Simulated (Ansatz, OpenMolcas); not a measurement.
How basis sets differ on SnH3OF (SMILES [OH][SnH2][F])

SnH3OF: 6 atoms, total charge 0, spin state singlet. As SMILES, `[OH][SnH2][F]`. Geometry: relaxed at PBE0-D4/def2-TZVP. This is one conformer, not always the lowest.

Quantity: the HOMO–LUMO gap, in eV. The values are calculated.

```json
{"level": "HF/ANO-R0 (sfX2C)", "kind": "Hartree–Fock", "program": "OpenMolcas", "value (eV)": "14.01", "CPU time": "3.7 s"}
{"level": "HF/ANO-RCC-MB (DKH2)", "kind": "Hartree–Fock", "program": "OpenMolcas", "value (eV)": "16.70", "CPU time": "5.9 s"}
{"level": "HF/STO-3G", "kind": "Hartree–Fock", "program": "OpenMolcas", "value (eV)": "19.23", "CPU time": "2.4 s"}
{"level": "HF/3-21G", "kind": "Hartree–Fock", "program": "Ansatz", "value (eV)": "15.84", "CPU time": "1 s"}
{"level": "HF/def2-SVP (core potential)", "kind": "Hartree–Fock", "program": "OpenMolcas", "value (eV)": "15.65", "CPU time": "4.3 s"}
{"level": "HF/ANO-RCC-VDZP (DKH2, RICD fitting)", "kind": "Hartree–Fock", "program": "OpenMolcas", "value (eV)": "15.34", "CPU time": "13 s"}
{"level": "HF/def2-SVPD (core potential)", "kind": "Hartree–Fock", "program": "Ansatz", "value (eV)": "14.65", "CPU time": "4.1 s"}
{"level": "HF/def2-TZVP (core potential)", "kind": "Hartree–Fock", "program": "OpenMolcas", "value (eV)": "14.82", "CPU time": "27 s"}
```

All-electron rows without a relativistic Hamiltonian named are non-relativistic, while core potentials hold scalar relativity, so basis and relativity change together. The values span 14.01 to 19.23 eV. A Hartree–Fock LUMO above zero doesn't converge with the basis: it sinks as sets grow more diffuse. Orbital gaps aren't excitation energies. Times are those of the runs behind each value, whatever else they computed, on shared processors of several kinds: orders of magnitude only.
